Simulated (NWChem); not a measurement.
Species: CdHCl; SMILES [Cl][CdH]

```xyz
3

Cd    -0.2249     0.5183     0.0000
H     -0.4634     2.1522     0.0000
Cl     0.1060    -1.7503     0.0000
```
Atoms are numbered in this order, from 1.

Geometry: optimised at PBE0/def2-SVP. No frequency run checked for a minimum. def2 effective core potentials on Cd; no spin-orbit coupling.

**Question.** List the 4 lowest vertical singlet excitations from PBE/def2-SVPD with def2 effective core potentials on Cd, TDA (NWChem).

**Answer.** 
| state | energy (eV) | oscillator strength | leading excitation (squared amplitude) |
|---|---|---|---|
| S1 | 5.61 | 0.020 | HOMO → LUMO (0.56) |
| S2 | 5.61 | 0.020 | HOMO−1 → LUMO (0.56) |
| S3 | 5.82 | 0.000 | HOMO−1 → LUMO+2 (0.40) |
| S4 | 5.86 | 0.000 | HOMO → LUMO+2 (0.32) |
